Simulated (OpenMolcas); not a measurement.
# Au3+: effect of the metal basis and ligand basis

Au3+ with 6 ligands (fluoride) in octahedral coordination (Oh) at 2.16 Å. A charge of +0.5 e stands 2.4 Å behind each ligand.

```yaml
Program: OpenMolcas 26.06
Method: CASSCF
Spin-orbit_coupling: state interaction with AMFI integrals over the reference wave functions
```

Fixed: active space 8 electrons in 5 orbitals (5d), DKH2 Hamiltonian.

States (labels of O, the rotations of Oh). Energies in cm-1 above the lowest state or level, χT in cm3 K/mol; 10Dq and B are least-squares fits to the states below 45000 cm-1, weighted by degeneracy, with a free offset, and given where the rms deviation is under 5 % of |10Dq| (or 100 cm-1) and under 700 cm-1.

```
Run   Metal basis  Ligand basis  Ground state  First state of that spin   10Dq  B (rms of fit)  First gap with spin-orbit (degeneracies)  χT at 300 K  First state of another spin                      Cost
  A  ANO-RCC-VDZP  ANO-RCC-VDZP           3A2                 3T2 16158  15976        820 (78)                               9331 (3, 2)        1.715                     1E 11843   roughly 19 core-seconds
  B  ANO-RCC-VTZP  ANO-RCC-VTZP           3A2                 3T2 15639  15680        812 (61)                               9268 (3, 2)        1.743                     1E 11914  roughly 100 core-seconds
```

Against A, |10Dq| changes by -1.9 % in B.

Costs are those of the RASSCF and RASSI steps.

Without dynamic correlation the repulsion within the d shell is too large (B by tens of per cent), so at a given field states of lower spin stand too high. Real 4d8 and 5d8 ions are as a rule square planar and diamagnetic. With metal d orbitals alone the field can be off either way by tens of per cent. Ligand-to-metal charge-transfer states are missing. With no ligand orbital active B as a rule stays too high, so bands that hang on it stand too high and its fall with covalency is understated. The least metal-like active orbital is 79 % on the metal (Löwdin) and no ligand orbital is active, so the numbers are rough (holds for A). The least metal-like active orbital is 77 % on the metal (Löwdin) and no ligand orbital is active, so the numbers are rough (holds for B). No measured value stands beside these numbers; the geometry was imposed, not optimised, and the real ion may take another.
